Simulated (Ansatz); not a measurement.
`B[CH]([SiH3])[GeH3]` + `C[N](C)[Y]([OH])[OH]` → `C[N](C)[Y]([OH])[O][SiH3]` + `B[CH2][GeH3]`  (ligand exchange at the Si–C bond)

Computed with Ansatz on PBE0-D4/def2-TZVP structures; ΔE is electronic, products minus reactants. CCSD(T)/CBS adds triple-zeta CCSD(T) − MP2 to the extrapolated MP2 energy (def2 sets, frozen cores). Functionals use def2-TZVPP. def2 core potentials past Kr. For Ge, Y outer-core shells are correlated without core-valence functions, which leaves a few kJ/mol of doubt a bond. Scalar relativity is left out up to krypton. Each species was taken in one conformer, which may not be the lowest.

`B[CH]([SiH3])[GeH3]`:

Cartesian coordinates in Å:
```
B -0.194 0.227 -1.652
C -0.160 -0.551 -0.337
Si -1.460 -0.126 0.939
Ge 1.584 0.129 0.356
H -0.400 1.410 -1.639
H 0.045 -0.301 -2.700
H -0.041 -1.632 -0.447
H -1.083 -0.648 2.282
H -2.770 -0.726 0.568
H -1.607 1.350 1.026
H 1.337 1.340 1.266
H 2.511 0.548 -0.800
H 2.240 -1.018 1.137
```

`C[N](C)[Y]([OH])[OH]`:

Cartesian coordinates in Å:
```
C 1.751 -0.044 0.411
N 0.317 0.104 0.417
C -0.149 0.568 1.699
Y -0.959 -0.313 -1.264
O -0.019 -0.958 -2.948
O -2.947 -0.012 -0.961
H 2.098 -0.767 1.167
H 2.268 0.906 0.624
H 2.105 -0.397 -0.564
H -1.239 0.680 1.704
H 0.282 1.546 1.971
H 0.112 -0.128 2.514
H 0.275 -1.267 -3.800
H -3.894 0.081 -0.970
```

`C[N](C)[Y]([OH])[O][SiH3]`:

Cartesian coordinates in Å:
```
C 0.386 1.403 1.395
N 0.002 1.383 0.005
C -0.141 2.720 -0.515
Y -0.297 -0.437 -1.079
O -0.836 -0.240 -3.022
O -0.010 -2.202 -0.030
Si 0.207 -3.603 0.752
H 0.493 0.385 1.790
H 1.347 1.917 1.555
H -0.357 1.919 2.025
H -0.908 3.296 0.028
H 0.796 3.296 -0.443
H -0.433 2.700 -1.570
H -1.091 -0.322 -3.936
H -0.248 -4.765 -0.068
H 1.647 -3.820 1.080
H -0.558 -3.630 2.033
```

`B[CH2][GeH3]`:

```xyz
10

B    -0.744   -0.210    1.312
C    -0.869    0.192   -0.155
Ge    1.010    0.032   -0.804
H    -0.809   -1.363    1.635
H    -0.489    0.608    2.149
H    -1.131    1.232   -0.357
H    -1.426   -0.487   -0.803
H     1.491   -1.423   -0.712
H     1.949    0.935    0.009
H     1.018    0.482   -2.274
```

(1) Is it downhill or uphill in electronic energy at CCSD(T)/CBS, and by how much? (An estimate is asked.)

(2) What do these levels give: r2SCAN-D4, ωB97M-V, B2PLYP, PBE, r2SCAN, PBE0, HF/def2-TZVPP, MP2/def2-TZVPP, SCS-MP2/def2-TZVPP, CCSD/def2-TZVPP, CCSD(T)/def2-TZVPP, SCS-MP2/def2-QZVPP? (Estimate.)

Largest T1 diagnostic among the species: 0.014.

Answers

(1) Ansatz gave: Downhill: ΔE = -101.5 kJ/mol.

(2) Ansatz gave: r2SCAN-D4 -103.8, ωB97M-V -100.3, B2PLYP -111.6, PBE -95.7, r2SCAN -104.7, PBE0 -99.6, HF/def2-TZVPP -133.2, MP2/def2-TZVPP -101.9, SCS-MP2/def2-TZVPP -109.0, CCSD/def2-TZVPP -107.9, CCSD(T)/def2-TZVPP -103.9, SCS-MP2/def2-QZVPP -108.5 kJ/mol.

The D4 term adds +7.9 kJ/mol with B3LYP and +4.0 kJ/mol with PBE0; it sums over pairs of atoms, weighted by their polarisabilities, and B3LYP, whose exchange is more repulsive, gets the larger term. From PBE to PBE0 (25 % exact exchange), in def2-TZVPP and without D4, ΔE moves by −3.9 kJ/mol. In def2-TZVPP, CCSD(T) changes the Hartree–Fock value by +29.3 kJ/mol (the triples alone add +4.0 kJ/mol) and MP2 by +31.3 kJ/mol.

B3LYP here is the variant with VWN-RPA as its local correlation; programs differ in this.
